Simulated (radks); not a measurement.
Problem. Coherent X-ray form factor from a spherical all-electron density. All-electron calculation, non-relativistic Kohn-Sham, PBE, spin-polarised, spherical densities, point nucleus. Program: a radial shooting solver on a logarithmic mesh with Libxc functionals.

| sin(theta)/lambda (1/angstrom) | f0 (electrons) |
|---|---|
| 0.05 | 39.932 |
| 0.1 | 39.729 |
| 0.15 | 39.394 |
| 0.2 | 38.934 |
| 0.25 | 38.356 |
| 0.3 | 37.670 |
| 0.4 | 36.020 |
| 0.5 | 34.087 |
| 0.6 | 31.981 |
| 0.8 | 27.660 |
| 1 | 23.721 |
| 1.25 | 19.799 |
| 1.5 | 16.954 |
| 2 | 13.076 |

The species is in the configuration that NIST lists as its ground one. Which atom or ion scatters so?

Solution. The hafnium ion Hf32+, [Kr] 4d4. Extrapolating in s^2 from the first two rows gives f0(0) = 40.0, near the electron count 40; among species with that count, the fall with angle is slower the higher Z, and the table is that of Z = 72; from so few rows the species is fixed only to a neighbour or two.
